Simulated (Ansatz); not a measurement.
Cost and result up the ladder for the cluster TiO4H4 (9 atoms). The state is a singlet with charge 0. Geometry: PBE-D4/def2-SVP.

```xyz
9

Ti    0.390    0.282   -0.417
O     1.736   -0.655   -0.376
O     0.685    2.061   -0.769
O    -0.957   -0.435    1.131
O     0.310    1.842    0.621
H     0.080   -1.410   -1.686
H    -0.517   -1.000    1.798
H    -1.090    0.442    1.560
H    -0.635   -1.127   -1.862
```

Ansatz on 2 threads of Arm Neoverse V1 on a shared host. Times are rough, and most runs start from the orbitals of an earlier one. CAM-B3LYP-D4/def2-TZVP serves as the yardstick here, not as an exact answer. Binding counts from free atoms at the same level (Ti triplet, O triplet, H doublet; other spins of the atoms weren't run), without zero-point energy or a counterpoise term.

Correlated methods freeze 9 core orbitals; core or outer-core shells of Ti are correlated, in sets that lack core-valence functions. The structure holds one bond between oxygen atoms, so isomers without such links may lie far lower. In the singlet, H6 and H9 lie 0.79 Å apart (atoms count from 1), so H2 has formed as a molecule. No other spin state of charge 0 was run. Another isomer (singlet) lies 1.25 eV lower at PBE0-D4/def2-TZVP; other spin states weren't run for this one.

Correlated methods converge slowly with the basis.

```json
{"level": "CCSD(T)/def2-TZVP", "functions": "193", "binding energy per atom (eV)": "3.47", "difference from CAM-B3LYP-D4/def2-TZVP (eV)": "-0.09", "remarks": "test for broken spin undecided"}
{"level": "B97M-V/def2-TZVP", "functions": "193", "binding energy per atom (eV)": "3.62", "difference from CAM-B3LYP-D4/def2-TZVP (eV)": "0.05", "remarks": "–"}
{"level": "PBE0-D4/def2-TZVP", "functions": "193", "binding energy per atom (eV)": "3.53", "difference from CAM-B3LYP-D4/def2-TZVP (eV)": "-0.04", "remarks": "–"}
{"level": "CAM-B3LYP-D4/def2-TZVP", "functions": "193", "binding energy per atom (eV)": "3.56", "difference from CAM-B3LYP-D4/def2-TZVP (eV)": "0.00", "remarks": "–"}
```

(1) Estimate how long each takes.

Results:

(1) PBE0-D4/def2-TZVP 5 s; CAM-B3LYP-D4/def2-TZVP 6 s; B97M-V/def2-TZVP 15 s; CCSD(T)/def2-TZVP 3.8 min. On shared hardware such times vary by a factor of up to 3.
